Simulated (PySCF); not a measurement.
# Radial density of Ru³⁰⁺ (ruthenium, charge +30)

MN15, [Ne] 3s2 3p2, high-spin 3P determinant. Computed with PySCF 2.14 in an even-tempered Gaussian basis (16 s from 4.1 bohr⁻², ratio 2.5; 10 p from 5.4 bohr⁻², ratio 2.5; 5 d from 23 bohr⁻², ratio 2.7; 4 f from 34 bohr⁻², ratio 2.7), with the non-relativistic Hamiltonian (point nucleus).

```
r (bohr)  4πr²ρ (e/bohr)  4πr²(ρα − ρβ)
0.000656          0.3111        -0.0001
 0.00110          0.8450        -0.0002
 0.00186           2.233        -0.0006
 0.00312           5.634        -0.0012
 0.00525           13.15        -0.0014
 0.00883           27.01         0.0066
  0.0149           44.98         0.0655
  0.0250           54.32         0.3532
  0.0420           46.99         1.3064
  0.0707           52.88         2.5329
   0.119           60.72         0.9738
   0.200           23.83         1.7030
   0.336           15.77         7.2402
   0.566           2.702         1.2416
   0.952         0.02080         0.0085
```

A non-relativistic calculation at this Z misses sizeable relativistic shifts. Spin-orbit coupling is strong in this species (close to jj coupling), so the high-spin LS determinant is a model state, not a physical level.
